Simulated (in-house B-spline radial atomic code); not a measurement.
The numbers below are computed, except where a source is named.
Two electrons in Ge: a Gaussian well −V exp(−r²/w²) with V = 97.2 meV and w = 29.7 nm

For Ge the NSM archive of the Ioffe Institute lists m_l = 1.6 m0, m_t = 0.08 m0 and ε = 16.2; the model takes one isotropic valley with the conductivity mass 3/(1/m_l + 2/m_t) = 0.117 m0, and so misses anisotropy and the other valleys. All triplets below are those of one valley; with several valleys two electrons can form a triplet in the 1s orbital itself, at an energy set by the valley splitting.

Effective-mass model with parabolic bands, a uniform dielectric constant, no image charges, no central-cell or spin-orbit terms. Two-electron levels come from full CI in B-splines with partial waves to l = 5 (up to 0.001 effective hartree above the limit).

(1) What are the effective units, and what is the potential in them?

In these units the lowest s and p orbitals lie at -6.585515 and -5.676043, and their Coulomb and exchange integrals are J_ss = 0.763600, J_sp = 0.628161 and K_sp = 0.1238. Full CI gives -12.475979 for the ground singlet, -11.774651 for the sp triplet, -11.577981 for the sp singlet and -10.960129 for the lowest triplet of two s orbitals.

(2) What does it cost to add the second electron, to first order and exactly?

(3) How far above the singlet do the triplets lie?

Results:

(1) Ha* = 27211.386 meV × 0.117/16.2² = 12.13 meV and a* = 0.0529177 nm × 16.2/0.117 = 7.327 nm. V = 8.01 Ha* and w = 4.05 a*.

(2) To first order E = 2ε_s + J_ss = -12.407429, so the charging energy E(2) − 2E(1) is J_ss = 9.263 meV. CI gives -12.475979 − 2 × (-6.585515) = 0.695050, or 8.432 meV: relaxation and correlation lower it by 0.8316 meV, 9.0 % of J_ss. The s² configuration of one-electron orbitals holds 97.1 % of the state, and the mean radius is 9.3 nm. The second electron is bound by ε_s − E = 71.46 meV, against 79.89 meV for the first.

(3) To first order the sp triplet lies at ε_s + ε_p + J_sp − K_sp = -11.757202, which is 7.888 meV above 2ε_s + J_ss. CI gives -11.774651 − (-12.475979) = 0.701328, or 8.508 meV, 77 % of the orbital spacing of 11.03 meV. The ss triplet lies 18.39 meV up, so the lower of the two is the sp one, and its gap equals k_BT at 98.7 K. The sp singlet-triplet splitting is 2.386 meV, against 2K_sp = 3.004 meV.
